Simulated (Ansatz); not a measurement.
Start from `[NH2][InH][OH]` and change one atom or group to get `[NH2][In]([NH2])[OH]`.

Ansatz, PBE0-D4/def2-TZVP geometries, multiplicity 1. Each molecule was computed in one conformer, which needn't be the lowest.

Elements past krypton have def2 core potentials.

| property | `[NH2][InH][OH]` |
| --- | --- |
| HOMO energy (PBE/def2-TZVPP) / eV | -5.76 |
| HOMO–LUMO gap (PBE0/def2-TZVPP) / eV | 6.33 |
| HOMO–LUMO gap (B3LYP/def2-TZVPP) / eV | 5.81 |
| HOMO energy (B3LYP/def2-TZVPP) / eV | -6.90 |
| zero-point energy (PBE0-D4/def2-TZVP) / kJ/mol | 115.4 |
| size of the dipole moment (ωB97M-V/def2-TZVPP) / D | 2.00 |

(1) What does the change do to each property? (Best estimate.)

Answers

(1) The calculation gave: 
```csv
property,`[NH2][In]([NH2])[OH]`,shift
HOMO energy (PBE/def2-TZVPP) / eV,-5.68,0.08
HOMO–LUMO gap (PBE0/def2-TZVPP) / eV,6.02,-0.31
HOMO–LUMO gap (B3LYP/def2-TZVPP) / eV,5.43,-0.38
HOMO energy (B3LYP/def2-TZVPP) / eV,-6.83,0.07
zero-point energy (PBE0-D4/def2-TZVP) / kJ/mol,165.3,49.9
size of the dipole moment (ωB97M-V/def2-TZVPP) / D,2.75,0.75
```

With PBE0 the HOMO rises by 0.06 eV and the LUMO falls by 0.26 eV, so the gap narrows by about 0.32 eV. PBE moves the HOMO by 0.08 eV and ωB97M-V by 0.07 eV. The zero-point energy changes by 49.9 kJ/mol with +6 modes. Dipoles are sizes alone; their direction can turn.

B3LYP here is the variant with VWN-RPA as its local correlation; programs differ in this.
